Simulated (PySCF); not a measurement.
# Electron correlation in S⁺ (sulfur, charge +1)

[Ne] 3s2 3p3, high-spin 4S determinant. Computed with PySCF 2.14 in def2-TZVP (5s5p2d1f, 37 functions), with no relativity, point nucleus. Frozen: [Ne]; 5 electrons correlated.

MP2 pair energies summed by pair of shells (mhartree):

| pair | energy | share (%) |
| --- | --- | --- |
| 3s-3p | -57.78 | 65.9 |
| 3p-3p | -20.28 | 23.1 |
| 3s-3s | -9.58 | 10.9 |

Total MP2 correlation energy: -87.64 mhartree.

Same-spin part -23.70 and opposite-spin part -63.94 mhartree; SCS-MP2 scales them by 1/3 and 6/5 to -84.63 mhartree.

| level | correlation energy (mhartree) |
| --- | --- |
| CCSD | -107.75 |
| (T) | -3.49 |
| CCSD(T) | -111.24 |

Diagnostics: T1 = 0.0028, D1 = 0.0067, largest double amplitude 0.064.

Problem. Is a single reference adequate?

Solution. Yes: T1 lies below 0.03 and no double amplitude reaches 0.07.
